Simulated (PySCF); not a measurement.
Input for PySCF:
```python
from pyscf import gto, scf
from pyscf.hessian import thermo

mol = gto.M(
    atom='''
B    -0.44024025   -0.75436998    0.11262179
H    -0.01860809   -1.61397053    0.84053622
H    -1.51746346   -0.92368386   -0.39479240
C     0.35789819    0.58183041   -0.10912712
H     0.01340957    1.25904938    0.68727137
H     0.13915838    1.07866455   -1.05563925
H     1.43731570    0.48080787    0.01427778
''',
    basis='def2-svp',
    verbose=3,
)

mf = scf.RHF(mol)
mf.kernel()
hess = mf.Hessian().kernel()
freq = thermo.harmonic_analysis(mf.mol, hess)
thermo.dump_normal_mode(mf.mol, freq)
th = thermo.thermo(mf, freq['freq_au'], 298.15, 101325)
thermo.dump_thermo(mf.mol, th)
```

Task: What Mulliken (on the basis functions themselves) charges in atom order does HF/def2-SVP, frequencies (PySCF) give?

Result: B1 0.27, H2 -0.09, H3 -0.09, C4 -0.23, H5 0.05, H6 0.04, H7 0.04

Task: Give the zero-point energy at the level HF/def2-SVP, frequencies.

Result: 36.7 kcal/mol

Task: What is the computed total energy (HF/def2-SVP, frequencies)?

Result: -65.3963 Eh

Task: Estimate the dipole moment that HF/def2-SVP, frequencies returns for this input.

Result: 0.51 D

Task: Estimate the HOMO energy that HF/def2-SVP, frequencies returns for this input.

Result: -12.56 eV
